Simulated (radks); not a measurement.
Neutral arsenic inside a hard spherical wall (all orbitals vanish at R), configuration held at [Ar] 3d10 4s2 4p3 and not refilled when levels cross. Method: scalar-relativistic Kohn-Sham, r2SCAN, spin-polarised, spherical densities, finite nucleus; open shells are filled with parallel spins first; meta-GGA in the generalised Kohn-Sham scheme; Fermi nuclear charge, rms radius 4.0968 fm; computed with a radial shooting solver on a logarithmic mesh with Libxc functionals. Eigenvalues in eV for spin up, with the zero of energy where the potential of the charges vanishes at infinity; a dash marks a level that is unbound or too diffuse for the functional's potential to be trusted. A positive occupied level is held by the wall or, in an anion where self-interaction has pushed it up, behind a barrier. The pressure on the wall is -dE/dV.

\begin{tabular}{lrrrrrrrrr}
R (bohr) & E (hartree) & kinetic (hartree) & e(3p) & e(3d) & e(4s) & e(4p) & e(5s, empty) & e(5p, empty) & pressure (GPa) \\ \hline
free & -2261.24757 & 2304.844 & -136.91 & -41.259 & -16.028 & -6.310 & - & - & 0 \\
10 & -2261.24749 & 2304.845 & -136.90 & -41.251 & -16.021 & -6.304 & 0.738 & 2.687 & 0.00236 \\
6 & -2261.22965 & 2304.974 & -136.14 & -40.497 & -15.491 & -5.704 & 5.764 & 11.041 & 1.62 \\
5 & -2261.17477 & 2305.287 & -134.75 & -39.135 & -14.548 & -4.526 & 11.688 & 18.862 & 9.69 \\
4 & -2260.93626 & 2306.388 & -131.12 & -35.585 & -11.850 & -0.986 & 26.537 & 36.622 & 68.4 \\
3 & -2259.77031 & 2310.673 & -121.84 & -26.593 & -2.655 & 10.892 & 69.830 & 84.661 & 637 \\
1.5 & -2230.96458 & 2395.907 & -48.782 & 49.425 & 155.93 & 186.23 & 544.29 & 563.16 & 84200 \\
\end{tabular}
